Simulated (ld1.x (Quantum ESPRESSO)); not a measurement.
What one change does to a pseudopotential (selenium, TM)

ld1.x (Quantum ESPRESSO) 7.5 input, shortened:

```
&input
   title='Se', zed=34., rel=2, dft='PBESOL', iswitch=3,
   config='[Ar] 3d10 4s2 4p2.5 4d-2', rel_dist='average'
 /
 &inputp
   pseudotype=2, tm=.true., lloc=-2, rcloc=1.60,
   nlcc=.false.
 /
3
4S  1  0   2.00   0.00  1.60  1.60  0.0
4P  2  1   2.50   0.00  1.70  1.70  0.0
4D  3  2  -2.00   0.05  1.30  1.30  0.0
 &test
   configts(1)='4s2 4p2.5'
 /
```

Open shells are filled in proportion to 2j + 1 (rel_dist='average').

Change: wave 4p (bound): rc 1.70 bohr becomes 4p (bound): rc 1.96 bohr.

Cutoffs: the cutoffs (Ry, on a coarse ladder) from which the occupation-weighted sum of valence levels, in a spherical-Bessel basis at the reference potential, stays within 10 and 1 mRy of its value at 400 Ry; they do not see the model core or the augmentation charge, which bear on the density cutoff. Errors are all-electron minus pseudo energies relative to the spin-unpolarised reference configuration.

**Question.** How do hardness, ghosts and transferability respond?

**Answer.** The potential gets neither clearly harder nor softer (40 Ry and 55 Ry → 40 Ry and 55 Ry); both files keep a bound ghost (d); of the 7 tests that both files solve, the error grows in 1 and shrinks in 1 by more than 15 % and 0.3 meV (median size 0.3 → 0.5 meV).

| quantity | base | changed |
| --- | --- | --- |
| cutoff, loose | 40 Ry | 40 Ry |
| cutoff, tight | 55 Ry | 55 Ry |
| loose cutoff by channel (10 mRy a level) | s 21 Ry, p 15 Ry | s 21 Ry, p 10 Ry |
| bound ghosts | d3/2, d5/2 | d3/2, d5/2 |
| error for 4s2 4p4, meV [ΔE -19.78 eV] | -0.3 | -0.6 |
| error for 4s2 4p3, meV [ΔE -8.93 eV] | -0.1 | -0.2 |
| error for 4s2 4p2, meV [ΔE 11.45 eV] | -0.2 | -0.4 |
| error for 4s2 4p4.3, meV [ΔE -21.37 eV] | -0.3 | -0.5 |
| error for 4s2 4p0, meV [ΔE 84.57 eV] | +7.8 | -5.4 |
| error for 4s2 4p1, meV [ΔE 42.35 eV] | -1.2 | -4.1 |
| error for 4s2 4p3.5, meV [ΔE -15.47 eV] | -0.3 | -0.5 |

 A true bound ghost makes a file unfit for plane-wave use even where its test errors are small: the radial tests pick states by their node count and pass the ghost by.
